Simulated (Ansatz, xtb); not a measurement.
# H4SeSi2: which of two isomers lies lower

Structure a is `[SiH2]1[SiH2][Se]1`, a singlet and structure b is `[SiH3][SiH]=[Se]`, a singlet. Both are isolated molecules in the gas phase, relaxed with B3LYP/6-31G*.

Quicker runs give these differences E(b) − E(a): GFN2-xTB −0.559 eV; HF/STO-3G +0.544 eV (at GFN2-xTB geometries); r2SCAN-D4/def2-SVP +0.588 eV (at GFN2-xTB geometries).

Task: Estimate E(b) − E(a) at the level CCSD(T)/def2-TZVP.

Result: Calculated at CCSD(T)/def2-TZVP: E(b) − E(a) = +0.550 eV, so structure a lies lower.

The same difference at several levels:

| level | geometry | E(b) − E(a) (eV) | departure from the last row (eV) | job, with rough time for the two |
| --- | --- | --- | --- | --- |
| GFN2-xTB | GFN2-xTB | −0.559 | −1.109 | optimisation, 1.2 s |
| HF/STO-3G | GFN2-xTB | +0.544 | −0.006 | single point, 3.8 s |
| r2SCAN-D4/def2-SVP | GFN2-xTB | +0.588 | +0.038 | single point, 13 s |
| B3LYP/6-31G* | B3LYP/6-31G* | +0.409 | −0.141 | optimisation, 4 min |
| HF/def2-TZVP | B3LYP/6-31G* | +0.474 | −0.076 | part of the CCSD(T) run |
| MP2/def2-TZVP | B3LYP/6-31G* | +0.634 | +0.084 | part of the CCSD(T) run |
| CCSD(T)/def2-TZVP | B3LYP/6-31G* | +0.550 |  | single point, 2.3 min |

As drawn, b has 1 Se=Si in place of 2 Se–Si. Structure a has a 3-membered ring, b no ring.

GFN2-xTB puts the two in the other order. The largest departure from CCSD(T)/def2-TZVP is that of GFN2-xTB, 1.109 eV.

With harmonic frequencies from B3LYP/6-31G* (ideal gas, rigid rotor, one conformer each, 298.15 K, 1 atm): on the last row, ΔE + ΔZPE = +0.521 eV. A mode under 50 cm⁻¹ makes harmonic enthalpies and free energies unreliable, so none is given.

The correlated steps freeze 19 core orbitals; the filled d shell of Se is correlated, in a basis made for valence electrons. Codes used: Ansatz 0.2.0, xtb 6.7.1; the last row on 1 thread of Intel(R) Xeon(R) Processor @ 2.50GHz (Skylake/Cascade Lake) on a shared host.
